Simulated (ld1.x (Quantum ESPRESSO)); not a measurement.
What the settings do to the ultrasoft potential of nickel (Ni)

Base potential:

```json
{"Element": "Ni", "Generator": "ld1.x (Quantum ESPRESSO) 7.5", "Type": "ultrasoft", "Functional": "PBE", "Relativity": "fully relativistic", "Frozen core": "[Ne]", "Valence charge": "18", "Reference configuration": "3s2 3p6 3d8 4s2 4p0", "Partial waves": "3s (bound): rcut 1.10, rcutus 1.50 bohr; 4s (bound): rcut 1.10, rcutus 1.50 bohr; 3p (bound): rcut 1.35, rcutus 1.45 bohr; 4p (bound, empty): rcut 1.35, rcutus 1.45 bohr; 3d (bound): rcut 1.30, rcutus 1.50 bohr; 3d channel at -0.3 Ry: rcut 1.30, rcutus 1.50 bohr; 4f channel at 0.2 Ry: rcut 0.95, rcutus 1.20 bohr; 4f channel at 1.4 Ry: rcut 0.95, rcutus 1.20 bohr", "Local potential": "all-electron potential smoothed inside 1.25 bohr (lloc = -1)", "Core correction": "none", "Augmentation charge": "built from norm-conserving waves at rcut, not smoothed further"}
```

Open shells are filled in proportion to 2j + 1 (rel_dist='average').

All-electron outer shells of the reference configuration (PBE, scalar-relativistic, ld1.x):

| shell | level (eV) | outermost node (bohr) | outermost maximum (bohr) |
| --- | --- | --- | --- |
| 2s | -981.83 | 0.07 | 0.21 |
| 2p | -844.68 | – | 0.16 |
| 3s | -111.06 | 0.30 | 0.64 |
| 3p | -71.39 | 0.27 | 0.65 |
| 3d | -8.87 | – | 0.63 |
| 4s | -5.64 | 0.92 | 2.24 |
| 4p | -1.22 | 1.00 | 3.17 |

Cutoffs, loose and tight: the cutoffs (Ry, on a coarse ladder) from which the occupation-weighted sum of valence levels, in a spherical-Bessel basis at the reference potential, stays within 10 and 1 mRy of its value at 400 Ry. They do not see the model core or the augmentation charge, which bear on the density cutoff. Test errors are all-electron minus pseudo excitation energies from the reference, over the configurations 3s2 3p6 3d8 4s1 4p0; 3s2 3p6 3d8 4s0 4p0; 3s2 3p6 3d7 4s0 4p0; 3s2 3p6 3d7 4s2 4p0; 3s2 3p6 3d9 4s1 4p0; 3s2 3p6 3d8 4s0 4p1; 3s2 3p6 3d8 4s0 4p2. A dash means not determined; rows that change the core or the reference have their own tests. The largest error is taken over the tests solved by every variant that gives reliable tests at all: 3s2 3p6 3d7 4s0 4p0; 3s2 3p6 3d7 4s2 4p0; 3s2 3p6 3d8 4s0 4p0; 3s2 3p6 3d8 4s1 4p0.

Cutoffs are not given where the Bessel-basis levels miss the radial ones by over 6 mRy, ghosts where they miss by over 20 mRy; a channel whose overlap is not positive is not tested.

A file whose overlap is not positive is unfit for use, and its test errors describe a broken file.

```tsv
change	outcome	bound ghosts	largest test error (meV)
base	generated, overlap not positive	not determined (overlap not positive)	+3906
waves 3s (bound): rcut 0.92, rcutus 0.98 bohr; 4s (bound): rcut 0.92, rcutus 0.98 bohr	failed: chargeps: negative rho	–	–
waves 3s (bound): rcut 1.10, rcutus 1.28 bohr; 4s (bound): rcut 1.10, rcutus 1.28 bohr	failed: run_pseudo: Errors in PS-KS equation	–	–
waves 3s (bound): rcut 1.10, rcutus 1.46 bohr; 4s (bound): rcut 1.10, rcutus 1.46 bohr	generated, overlap not positive	not determined (overlap not positive)	+3719
waves 3s (bound): rcut 1.10, rcutus 1.80 bohr; 4s (bound): rcut 1.10, rcutus 1.80 bohr	failed: chargeps: negative rho	–	–
waves 3s (bound): rcut 1.10, rcutus 1.96 bohr; 4s (bound): rcut 1.10, rcutus 1.96 bohr	failed: run_pseudo: Errors in PS-KS equation	–	–
waves 3s (bound): rcut 1.10, rcutus 2.08 bohr; 4s (bound): rcut 1.10, rcutus 2.08 bohr	failed: run_pseudo: Errors in PS-KS equation	–	–
waves 3s (bound): rcut 1.10, rcutus 2.28 bohr; 4s (bound): rcut 1.10, rcutus 2.28 bohr	failed: run_pseudo: Errors in PS-KS equation	–	–
```

Question: What comes out with this change to the base: waves 3s (bound): rcut 1.08, rcutus 1.14 bohr; 4s (bound): rcut 1.08, rcutus 1.14 bohr?

Answer: outcome: generated, overlap not positive; bound ghosts: not determined (overlap not positive); largest test error (meV): +4665. A file whose overlap is not positive is unfit for use, and its test errors describe a broken file.

Question: What comes out with this change to the base: waves 3s (bound): rcut 1.10, rcutus 1.60 bohr; 4s (bound): rcut 1.10, rcutus 1.60 bohr?

Answer: outcome: generated, overlap not positive; bound ghosts: not determined (overlap not positive); largest test error (meV): +6861. A file whose overlap is not positive is unfit for use, and its test errors describe a broken file.

Reading the sweep of the s radius (base included, trends over the rows without a ghost): The generation fails at 0.98, 1.28, 1.8, 1.96, 2.08, 2.28 bohr.
